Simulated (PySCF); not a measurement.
## Core-level binding energies of `[SiH3]O[C@H]1CS1`

Species: C2H6OSSi.
Numbering: `[SiH3:1][O:2][C@H:3]1[CH2:4][S:5]1`

Theory: delta-SCF UKS SCAN, pcX-2 on the ionised atom, pcseg-1 elsewhere, spin-free X2C in PySCF. These are vertical core ionisation energies against the vacuum level, from separate self-consistent calculations with and without the core hole.

Q: Give the core binding energies atom by atom.

A: 
```
atom(s)                 environment     level  binding energy (eV)  2p1/2 (eV)  above the level's lowest (eV)  count
    Si1        oxygen-bound silicon  Si 2p3/2               107.69      108.31                           0.00      1
    Si1        oxygen-bound silicon     Si 1s              1847.57           –                           0.00      1
     O2          silyl ether oxygen      O 1s               538.53           –                           0.00      1
     C3  sp3 carbon bound to oxygen      C 1s               293.23           –                          +1.63      1
     C4  sp3 carbon bound to sulfur      C 1s               291.60           –                           0.00      1
     S5              sulfide sulfur      S 1s              2476.78           –                           0.00      1
```

Lowest listed C 1s: C4, bonded to S, C and 2 H. Highest, 1.63 eV above it: C3, bonded to O, S, C and H. Summing the Pauling electronegativity differences to the bonded atoms, each weighted by its formal bond order, gives -0.67 for the lowest site and +0.57 for the highest.

Q: What is the longest wavelength that can ionise O 1s of O2 (atom 2) vertically?

A: λ = hc/E = 12398.42 eV Å / 538.53 eV = 23.023 Å.

Not every level is listed. 2p3/2 and 2p1/2 are the ΔSCF energy of one spin-free 2p hole plus the eigenvalues of a spin–orbit and ligand-field matrix of the shell. 2p1/2 minus 2p3/2 (ligand field included): Si 0.63 eV. Geometry: PBE0-D3(BJ)/def2-SVP, one conformer, isolated molecule.

Shape of the structure used: `[SiH3:1][O:2][C@H:3]1[CH2:4][S:5]1`: Si1–O2–C3–C4 -142°.
